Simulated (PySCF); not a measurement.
Ranking problems on computed properties.

Each SMILES stands for a single optimised conformer of the isolated species, non-relativistic unless stated. Electronic properties by PySCF.

The conformers computed, where there is a choice (atom-mapped SMILES and torsion angles):
- `[SiH2:1][N:2]([SiH3:3])[SiH2:4][C:5]#[C:6][SiH3:7]`: Si1–N2–Si4–C5 -36°
- `[CH2:1]=[C:2][C:3]#[C:4][CH2:5][NH:6][CH:7]=[O:8]`: C4–C5–N6–C7 -123°, C5–N6–C7–O8 -4°
- `[NH2:1][C:2](=[O:3])[C:4]1[CH:5]=[CH:6][CH:7]=[CH:8]1`: N1–C2–C4–C5 -170°, H–N1–C2–O3 -179°, H–N1–C2–O3 0°
- `[CH3:1][CH2:2][SiH:3][Si@H:4]([OH:5])[S:6][CH3:7]`: C1–C2–Si3–Si4 -171°, C2–Si3–Si4–O5 167°, Si3–Si4–S6–C7 168°, H–O5–Si4–Si3 -49°
- `[CH2:1]=[C:2]([SH:3]=[O:4])[C:5](=[O:6])[CH:7][CH:8]=[O:9]`: C1–C2–S3–O4 7°, C1–C2–C5–O6 168°, C2–C5–C7–C8 -172°, C5–C7–C8–O9 179°
- `[CH3:1]/[CH:2]=[C:3]1[CH:4]=[C:5]/1[N:6][CH:7]=[O:8]`: C4–C5–N6–C7 -171°, C5–N6–C7–O8 29°

(1) Rank by isotropic g value, highest first (unrestricted B3LYP/pcH-1, mean-field spin–orbit at GFN2-xTB geometries).
A. `C=[C]C#CCNC=O` [radical]
B. `O=C(C(=C)[SH]=O)[CH]C=O` [radical]
C. `[SiH2]N([SiH3])[SiH2]C#C[SiH3]` [radical]
D. `CC[SiH][Si@H](O)SC` [radical]
E. `NC(=O)[C]1C=CC=C1` [radical]

(2) Rank by smallest rotational constant, lowest first (GFN2-xTB).
A. `C=[C]C#CCNC=O` [radical]
B. `C=C([SH]=O)C(=O)[CH]C=O` [radical]
C. `C/C=C1C=C/1[N]C=O` [radical]
D. `[SiH2]N([SiH3])[SiH2]C#C[SiH3]` [radical]

(3) Give the two extremes of that set in cm⁻¹.

Answers

(1) B (2.01065), D (2.00394), E (2.00289), C (2.00256), A (2.00200).

(2) D (0.432 GHz), B (0.587 GHz), A (0.687 GHz), C (1.186 GHz).

(3) `[SiH2]N([SiH3])[SiH2]C#C[SiH3]` [doublet state]: 0.0144 cm⁻¹; `C/C=C1C=C/1[N]C=O` [doublet state]: 0.0396 cm⁻¹.
